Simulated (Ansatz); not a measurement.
Cost and result up the ladder for the cluster Zn7Se6I2 (15 atoms). The state is a singlet with charge 0. Geometry: r2SCAN-D4/def2-SVP.

Cartesian coordinates in Å:
```
Zn 1.723 -1.585 -0.960
Zn 0.493 1.431 -1.156
Zn 0.199 -2.869 -2.242
Zn 2.260 1.999 0.733
Zn -0.574 -1.704 0.170
Zn 1.135 -0.269 1.130
Zn -0.392 1.630 1.311
Se -2.873 -0.627 1.065
Se -2.494 1.298 2.364
Se -0.989 -0.265 -2.122
Se 2.799 0.563 -1.250
Se -3.187 0.114 -1.155
Se 0.551 3.583 0.069
I 3.174 0.632 2.805
I -1.827 -3.931 -0.765
```

Ansatz on 2 threads of AMD EPYC 7R13 on a shared host and a share (18 GiB) of an NVIDIA H100 80GB HBM3. Times are rough, and most runs start from the orbitals of an earlier one. No level here is sound enough to serve as a yardstick. Binding counts from free atoms at the same level (Zn singlet, Se triplet, I doublet; other spins of the atoms weren't run), without zero-point energy or a counterpoise term.

In the def2 sets I takes a core potential; there is no spin–orbit coupling. Correlated methods freeze 125 core orbitals; core or outer-core shells of Se, I are correlated, in sets that lack core-valence functions. The rows differ in basis, and correlated rows in double-zeta sets carry the largest basis error. Single mean-field runs in def2-SVP, def2-TZVP are fitted with def2-universal-jkfit. Another isomer (singlet) lies 5.59 eV lower at PBE0-D4/def2-TZVP; other spin states weren't run for this one.

Correlated methods converge slowly with the basis, most of all in double-zeta sets.

```
                        level  functions  binding energy per atom (eV)
           r2SCAN-D4/def2-SVP        461                          2.20
             PBE0-D4/def2-SVP        461                          2.07
                 MP2/def2-SVP        461                          1.79
             PBE-D4/def2-TZVP        724                          1.98
PBE-D4/def2-SVP (with forces)        461                          2.17
            PBE0-D4/def2-TZVP        724                          1.94
                  HF/def2-SVP        461                          0.90
```

Estimate how long each takes.

HF/def2-SVP 21 s; MP2/def2-SVP 23 s; r2SCAN-D4/def2-SVP 23 s; PBE-D4/def2-TZVP 24 s; PBE0-D4/def2-TZVP 25 s; PBE-D4/def2-SVP (with forces) 25 s; PBE0-D4/def2-SVP 30 s. On shared hardware such times vary by a factor of up to 3.
